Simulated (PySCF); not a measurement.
prop-2-enylboronamidic acid (C3H8BNO), SMILES NB(CC=C)O.

Coordinates come from a PBE-D3(BJ)/def2-SVP optimisation. One conformer was computed; it need not be the lowest.

Method: r2SCAN/def2-TZVP (PySCF).

Gas-phase values at a fixed geometry.

Estimate the frontier levels, gap, dipole moment and polarisability. (The exact figures need the calculation; the answer reports its results.)


```yaml
highest_occupied_level: -6.10 eV
lowest_empty_level: -0.43 eV
orbital_gap: 5.67 eV
dipole_moment: 2.44 D
quadrupole, principal values (traceless, Buckingham form, about the centre of nuclear charge): -4.78, -2.21, 6.99 D·Å
mean_static_polarisability: 63.6 bohr³ (9.42 Å³)
polarisability_principal_values: 52.0, 58.7, 80.0 bohr³
```
